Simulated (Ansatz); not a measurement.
`F[SiH2][S][GeH3]` + H₂ → `[SiH3][S][GeH3]` + H–F  (hydrogenolysis of the Si–F bond)

Program: Ansatz. Geometries: PBE0-D4/def2-TZVP. ΔE: electronic, gas phase. CBS: MP2 limit from def2 TZ/QZ plus the TZ coupled-cluster correction, frozen cores. This one scheme is used for every species. For Ge outer-core shells are correlated without core-valence functions, which leaves a few kJ/mol of doubt a bond. Scalar relativity is left out up to krypton. Each species was taken in one conformer, which may not be the lowest.

| species | CCSD(T)/CBS(def2) energy (Eh) |
| --- | --- |
| `F[SiH2][S][GeH3]` | -2865.87038 |
| H₂ | -1.17544 |
| `[SiH3][S][GeH3]` | -2766.60510 |
| H–F | -100.39570 |

Work out ΔE.

ΔE = (-2766.60510) + (-100.39570) − (-2865.87038) − (-1.17544) = 0.04502 Eh = +118.2 kJ/mol.

Largest T1 diagnostic among the species: 0.012.

From r2SCAN to r2SCAN0 (25 % exact exchange), in def2-TZVPP and without D4, ΔE moves by −4.8 kJ/mol. At CCSD(T), def2-SVP lies −14.0 kJ/mol from the extrapolated value and def2-TZVPP −2.0 kJ/mol. Leaving LDA and LC-ωPBE aside and taking each functional with its dispersion term where it has one, the values, not all of them listed here, spread over 15.0 kJ/mol, from HSE06-D4 to r2SCAN-D4.
